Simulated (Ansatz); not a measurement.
Two members of one family (Same ligands, another metal), computed with Ansatz in the gas phase; def2 core potentials for W, no spin–orbit coupling. The two geometries come from different levels. Binding counts from free atoms in the multiplicity of their measured ground term, without zero-point energy. Names give formal oxidation states. A dash marks a value that wasn't run or was left out as unsound. The structures are stationary points that may keep the symmetry of their start. Remarks come from the PBE and PBE0 runs and from stability tests at other levels; not every state was tested.

First: CrS2(OH)2 (singlet, charge 0, PBE-D4/def2-SVP geometry).

```xyz
7

Cr    0.3253   -0.0377    0.0522
S     1.1347   -0.8270    1.7041
S     1.7576    0.4927   -1.2420
O    -0.6152    1.3528    0.5305
H    -0.7212    1.9981   -0.2001
O    -0.7071   -1.1998   -0.7419
H    -1.1740   -1.7792   -0.1028
```

| level | HOMO (eV) | LUMO (eV) | gap (eV) | binding per atom (eV) |
| --- | --- | --- | --- | --- |
| PBE-D4/def2-SVP | -6.11 | -4.57 | 1.54 | 3.68 |
| PBE-D4/def2-TZVP | -6.31 | -4.73 | 1.58 | 3.67 |
| PBE0-D4/def2-SVP | -7.34 | -4.15 | 3.19 | 3.06 |
| CAM-B3LYP-D4/def2-TZVP | -8.64 | -3.20 | 5.43 | 3.11 |
| ωB97X-V/def2-TZVP | -9.59 | -2.26 | 7.33 | 3.11 |

Metal–donor distances: 2 × S 2.00 Å, 2 × O 1.75 Å. Remarks: restricted SCF unstable in HF.

Second: WS2(OH)2 (singlet, charge 0, r2SCAN-D4/def2-SVP geometry).

Cartesian coordinates in Å:
```
W -0.1686 0.0602 -0.2405
S -1.5510 -1.2987 -1.1541
S -0.1736 1.9178 -1.3099
O 1.5481 -0.7044 -0.3066
H 2.3521 -0.2292 -0.5591
O -0.6885 0.3965 1.5345
H -1.3184 -0.1421 2.0357
```

Q: Estimate the same table for the second.

A: 
| level | HOMO (eV) | LUMO (eV) | gap (eV) | binding per atom (eV) |
| --- | --- | --- | --- | --- |
| PBE-D4/def2-SVP | -6.07 | -3.25 | 2.82 | – |
| PBE-D4/def2-TZVP | -6.12 | -3.35 | 2.77 | – |
| PBE0-D4/def2-SVP | -7.23 | -2.67 | 4.57 | – |
| CAM-B3LYP-D4/def2-TZVP | -8.40 | -1.66 | 6.74 | 4.19 |
| ωB97X-V/def2-TZVP | -9.36 | -0.71 | 8.65 | 4.25 |

Metal–donor distances: 2 × S 2.14 Å, 2 × O 1.88 Å.
